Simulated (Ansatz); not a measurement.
Reaction R1 → P1 + P2, each structure at its B3LYP-D3(BJ)/def2-TZVP stationary point, reached from a drawn start (curvature not checked).
R1: BCl3 (SMILES ClB(Cl)Cl), charge 0, multiplicity 1.
P1, BCl2 (SMILES Cl[B]Cl) (charge 0, multiplicity 2):
```xyz
3

B     -0.25888    -0.45751     0.00000
Cl     1.46689    -0.52797     0.00000
Cl    -1.20811     0.98548     0.00000
```
P2: Cl atom, charge 0, multiplicity 2.

P less R. No zero-point or thermal terms; singlets are restricted closed shells; open shells are unrestricted; no spin–orbit coupling.

Cores are frozen in the correlated methods. CBS(a, b) extrapolates the correlation energy as X⁻³ and adds the Hartree–Fock energy of set b.

The values were computed with Ansatz (Gaussian orbitals). No computed number here is a measurement.

```tsv
level	reaction energy (kJ/mol)
B97M-V/def2-TZVPP	510.3
PBE0/def2-TZVPP	493.0
BHLYP/def2-TZVPP	467.6
wB97X-V/def2-TZVPP	505.3
wB97M-V/def2-TZVPP	514.1
MP2/cc-pV(D+d)Z	494.2
MP2/CBS(cc-pV(T+d)Z, cc-pV(Q+d)Z)	530.1
CCSD/cc-pV(Q+d)Z	484.9
CCSD(T)/CBS(cc-pV(T+d)Z, cc-pV(Q+d)Z)	[?]
```

**Question.** Fill in the missing entries.

**Answer.** 
- CCSD(T)/CBS(cc-pV(T+d)Z, cc-pV(Q+d)Z), reaction energy (kJ/mol): 504.5

Ansatz is a quantum-chemistry and plane-wave program.
